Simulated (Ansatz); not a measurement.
`S[SiH2][SnH3]` → `[SiH]S` + `[SnH4]` at 700 K and 1 bar (silylene formation by 1,1-elimination).

Computed with Ansatz on PBE0-D4/def2-TZVP structures; ΔE is electronic, products minus reactants. CCSD(T)/CBS is the MP2 limit (def2-TZVPP, def2-QZVPP) plus CCSD(T) − MP2 in def2-TZVPP, frozen cores. This one scheme is used for every species. Elements past krypton have def2 core potentials. For Sn outer-core shells are correlated without core-valence functions, which leaves a few kJ/mol of doubt a bond. One conformer a species, not always the lowest.

```csv
species,CCSD(T)/CBS energy (Eh),H − E (kJ/mol),S (J/(mol·K))
`S[SiH2][SnH3]`,-904.49431,199.8,476.8
`[SiH]S`,-688.02937,79.2,304.9
`[SnH4]`,-216.39156,106.0,282.9
```

H − E and S are ideal-gas, rigid-rotor, harmonic terms from PBE0-D4/def2-TZVP, for one conformer and one mirror image of each species. 1 Eh = 2625.50 kJ/mol, R = 8.31446 J/(mol·K).

Problem. By hand: ΔE, ΔH, ΔS and ΔG.

Solution. ΔE = (-688.02937) + (-216.39156) − (-904.49431) = 0.07338 Eh = 192.7 kJ/mol. Δ(H − E) = 79.2 + 106.0 − 199.8 = -14.6, so ΔH = 178.1 kJ/mol. ΔS = 304.9 + 282.9 − 476.8 = 111.0 J/(mol·K). ΔG = 178.1 − 700 × (111.0)/1000 = 100.4 kJ/mol.

Problem. By hand: the equilibrium constant, and the temperature at which ΔG would vanish if ΔH and ΔS stayed fixed.

Solution. log₁₀ K = −ΔG/(RT ln 10) = -7.5. ΔG = 0 at ΔH/ΔS = 1605 K.

The number of gas molecules changes by +1, which sets the sign of ΔS. A doubt of 5 kJ/mol in ΔE shifts log₁₀ K by 0.4 here. Other conformers and mirror images would add mixing entropy, several J/(mol·K) or more a flexible species. These are equilibria of isolated gas molecules and say nothing of rates. Largest T1 diagnostic: 0.016 (customary marks: 0.02 for closed shells, 0.045 for open ones).
